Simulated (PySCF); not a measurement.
## Gas-phase XPS of `[AlH3-][P+]1(c2ccsc2)C=C1`, computed

C₆H₈AlPS.
Structure used (PBE0-D3(BJ)/def2-SVP), in Å, numbered top down from 1:
```
atom  x, y, z in Å
Al1   -2.500    1.701    0.565
P2    -0.937   -0.167   -0.025
C3     0.850    0.084    0.030
C4     1.862   -0.840   -0.380
C5     3.122   -0.335   -0.209
S6     3.089    1.255    0.443
C7     1.380    1.265    0.500
C8    -1.303   -1.925    0.106
C9    -1.319   -1.523   -1.143
H10   -1.468    2.551    1.458
H11   -3.616    0.831    1.317
H12   -2.819    2.252   -0.907
H13    1.657   -1.833   -0.783
H14    4.073   -0.815   -0.434
H15    0.833    2.129    0.880
H16   -1.443   -2.780    0.767
H17   -1.481   -1.836   -2.175
```

Level of theory: PySCF, delta-SCF UKS SCAN, pcX-2 on the ionised atom, pcseg-1 elsewhere, spin-free X2C. Binding energies are ΔSCF values: E(core-ionised, relaxed orbitals) − E(ground state) at a fixed geometry, referred to the vacuum level.

Question: Give the core binding energies atom by atom.

Answer: 
```
atom(s)                        environment    level  binding energy (eV)  2p1/2 (eV)  above the level's lowest (eV)  count
     S6              thiophene-type sulfur     S 1s              2478.22           –                           0.00      1
     P2    phosphorus bonded to Al and 3 C     P 1s              2150.98           –                           0.00      1
    Al1      aluminium bonded to P and 3 H    Al 1s              1565.10           –                           0.00      1
  C8/C9                   alkene CH carbon     C 1s               291.22           –                          +0.64      2
     C5  aromatic CH next to a ring sulfur     C 1s               291.03           –                          +0.45      1
     C7  aromatic CH next to a ring sulfur     C 1s               290.89           –                          +0.31      1
     C4                 aromatic CH carbon     C 1s               290.74           –                          +0.16      1
     C3        substituted aromatic carbon     C 1s               290.58           –                           0.00      1
     P2    phosphorus bonded to Al and 3 C  P 2p3/2               137.29      138.18                           0.00      1
```

The listed C 1s values span 0.64 eV, from C3 (bonded to 2 C (aromatic in the SMILES) and P) to C8/C9 (bonded to C (double bond), H and P). The widest gap between neighbouring values is 0.19 eV, between 291.03 and 291.22 eV. Summing the Pauling electronegativity differences to the bonded atoms, each weighted by its formal bond order, gives -0.36 for the lowest site and -0.71 for the highest; the largest sum, -0.30, belongs to C5, 0.19 eV below the top. The smallest sum, -0.71, belongs to C8/C9, 0.64 eV above the lowest.

Question: Which photon energy gives electrons from C 1s of C5 a kinetic energy of 20 eV, and what is their de Broglie wavelength?

Answer: hν = 291.03 + 20 = 311.03 eV, recoil neglected; λ = 12.264 Å/√(E/eV) = 2.74 Å.

Question: What is the C 1s shift of C8/C9 against C4?

Answer: 291.22 − 290.74 = +0.48 eV, or +46 kJ/mol.

Topologically equivalent atoms share the value of their first member; where this conformer doesn't relate them by symmetry, their own values could differ. Not every level is listed. The 2p values add to the ΔSCF energy of one spin-free hole a correction within the shell (spin–orbit coupling, ligand field). 2p1/2 minus 2p3/2 (ligand field included): P 0.89 eV. One conformer (not necessarily the lowest) at the PBE0-D3(BJ)/def2-SVP geometry, without solvent, vibrations or thermal averaging.

Hardware: one thread of an Arm Neoverse V2, shared host with 96 logical CPUs at a one-minute load of 33. Cost: 3.2 min of wall time, 0.63 GiB resident at most.
